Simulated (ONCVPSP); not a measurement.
## How hard is this Hg (Z = 80) ONCV potential?

ONCVPSP 4.0.1 input, shortened (lines: element, Z, core and valence counts, functional; n l f; lmax; l rc ep ncon nbas qcut; lloc lpopt rc5 dvloc0; l nproj debl; icmod fcfact rcfact), PBE, scalar-relativistic:

```
  Hg 80.00   10    5        4      upf
    1    0    2.00
    2    0    2.00
    2    1    6.00
    3    0    2.00
    3    1    6.00
    3    2   10.00
    4    0    2.00
    4    1    6.00
    4    2   10.00
    4    3   14.00
    5    0    2.00
    5    1    6.00
    5    2   10.00
    6    0    1.75
    6    1    0.25
    2
    0    1.55    0.00    4    8    9.40
    1    1.80    0.00    4    7    8.70
    2    2.25    0.00    4    8    6.10
    4    5    1.10    3.00
    0    2    1.30
    1    2    3.50
    2    2    3.30
    3    3.25    1.40
```

Problem. For each optimised wave give the share of its norm inside rc, the residual kinetic energy above qcut (Ha) and the cutoffs (Ha) for errors of 10, 1, 0.1 and 0.01 mHa per electron.

Solution.

```tsv
wave	norm inside rc	residual KE	10 mHa	1 mHa	0.1 mHa	0.01 mHa
5s	0.973	1.2e-07	22.5	28.6	33.7	37.5
6s	0.088	2.6e-07	19.3	27.4	33.4	37.9
5p	0.968	5.3e-08	13.5	17.1	20.1	22.5
6p	0.030	3.3e-08	8.4	12.4	15.7	25.1
5d	0.885	4.1e-05	12.9	15.5	17.6	37.7
d projector 2	0.160	3.5e-04	14.1	17.2	27.1	57.8
```

The occupied waves need 29 Ha and 34 Ha for 1 and 0.1 mHa. 2 of 4 tests not solved or not reliable.
